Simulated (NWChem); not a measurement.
Species: BeBrF; SMILES [F][Be][Br]

```xyz
3

Be     0.0000     0.0000     1.1564
F      0.0000     0.0000     2.5422
Br     0.0000     0.0000    -0.7945
```
Atoms are numbered in this order, from 1.

All runs use the structure optimised with PBE0/def2-SVP.

Q: List the 4 lowest vertical singlet excitations and the 4 lowest triplet ones from BHandHLYP/def2-SVPD, TDA (NWChem).

A: 
```json
[
 {"state": "S1", "energy (eV)": "7.45", "oscillator strength": "0.084", "leading excitation (squared amplitude)": "HOMO → LUMO (0.82)"},
 {"state": "S2", "energy (eV)": "7.45", "oscillator strength": "0.084", "leading excitation (squared amplitude)": "HOMO−1 → LUMO (0.82)"},
 {"state": "S3", "energy (eV)": "7.92", "oscillator strength": "0.000", "leading excitation (squared amplitude)": "HOMO−1 → LUMO+2 (0.31)"},
 {"state": "S4", "energy (eV)": "7.96", "oscillator strength": "0.000", "leading excitation (squared amplitude)": "HOMO−1 → LUMO+2 (0.28)"},
 {"state": "T1", "energy (eV)": "7.09", "oscillator strength": "spin-forbidden", "leading excitation (squared amplitude)": "HOMO → LUMO (0.51)"},
 {"state": "T2", "energy (eV)": "7.09", "oscillator strength": "spin-forbidden", "leading excitation (squared amplitude)": "HOMO−1 → LUMO (0.51)"},
 {"state": "T3", "energy (eV)": "7.39", "oscillator strength": "spin-forbidden", "leading excitation (squared amplitude)": "HOMO−1 → LUMO+1 (0.29)"},
 {"state": "T4", "energy (eV)": "7.64", "oscillator strength": "spin-forbidden", "leading excitation (squared amplitude)": "HOMO−1 → LUMO+2 (0.27)"}
]
```
